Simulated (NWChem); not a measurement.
CH₄BaN₂S

```xyz
9

Ba     0.5748     0.1104     0.0000
S     -0.8383     2.6611     0.0000
H     -2.1087     2.1988     0.0000
C     -0.9244    -2.5020     0.0000
N     -0.5481    -1.9726    -1.1528
N     -0.5481    -1.9726     1.1528
H     -1.5760    -3.4023     0.0000
H     -0.9368    -2.4647    -1.9502
H     -0.9368    -2.4647     1.9502
```
Atoms are numbered in this order, from 1.

Program: NWChem. Coordinates come from a PBE0/def2-SVP optimisation. Not confirmed as a minimum by frequencies. def2 effective core potentials on Ba; no spin-orbit coupling. Ions are spin-unrestricted doublets at the neutral geometry; other ion states weren't tried.

For level PBE0/def2-SVP:

```
Quantity       Value
-------------  -----
−ε(HOMO) (eV)   5.43
```

Problem. What are these values for level PBE/def2-SVP?

Solution. The −ε(HOMO) (eV) comes out as 4.35.
